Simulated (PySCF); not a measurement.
**Cl³⁺ (chlorine, charge +3) across methods**

[Ne] 3s2 3p2, high-spin 3P determinant. All numbers are calculated (PySCF 2.14, the spin-free X2C one-electron Hamiltonian (Gaussian nucleus), in an uncontracted even-tempered set (21 s from 0.054 bohr⁻², ratio 2.5; 13 p from 0.071 bohr⁻², ratio 2.5; 5 d from 0.92 bohr⁻², ratio 2.7; 5 f from 1.4 bohr⁻², ratio 2.7)).

```json
{"method": "PBE0", "E (hartree)": "-458.6252", "mean ε 3s α (eV)": "-62.586", "mean ε 3s β (eV)": "-58.601", "mean ε 3p α (eV)": "-48.154", "Σ⟨r²⟩ (bohr²)": "11.46", "⟨S²⟩": "2.003"}
{"method": "UHF", "E (hartree)": "-458.20821", "mean ε 3s α (eV)": "-69.516", "mean ε 3s β (eV)": "-61.877", "mean ε 3p α (eV)": "-52.999", "Σ⟨r²⟩ (bohr²)": "11.54", "⟨S²⟩": "2.007"}
{"method": "PBE", "E (hartree)": "-458.5935", "mean ε 3s α (eV)": "-59.974", "mean ε 3s β (eV)": "-56.993", "mean ε 3p α (eV)": "-46.267", "Σ⟨r²⟩ (bohr²)": "11.45", "⟨S²⟩": "2.002"}
{"method": "B3LYP", "E (hartree)": "-458.7919", "mean ε 3s α (eV)": "-61.972", "mean ε 3s β (eV)": "-58.482", "mean ε 3p α (eV)": "-47.693", "Σ⟨r²⟩ (bohr²)": "11.46", "⟨S²⟩": "2.002"}
{"method": "r2SCAN", "E (hartree)": "-458.7365", "mean ε 3s α (eV)": "-60.927", "mean ε 3s β (eV)": "-57.108", "mean ε 3p α (eV)": "-46.886", "Σ⟨r²⟩ (bohr²)": "11.46", "⟨S²⟩": "2.005"}
{"method": "r2SCANh", "E (hartree)": "-458.7360", "mean ε 3s α (eV)": "-61.846", "mean ε 3s β (eV)": "-57.719", "mean ε 3p α (eV)": "-47.564", "Σ⟨r²⟩ (bohr²)": "11.46", "⟨S²⟩": "2.005"}
{"method": "LDA", "E (hartree)": "-457.2522", "mean ε 3s α (eV)": "-59.883", "mean ε 3s β (eV)": "-57.199", "mean ε 3p α (eV)": "-46.153", "Σ⟨r²⟩ (bohr²)": "11.47", "⟨S²⟩": "2.001"}
```
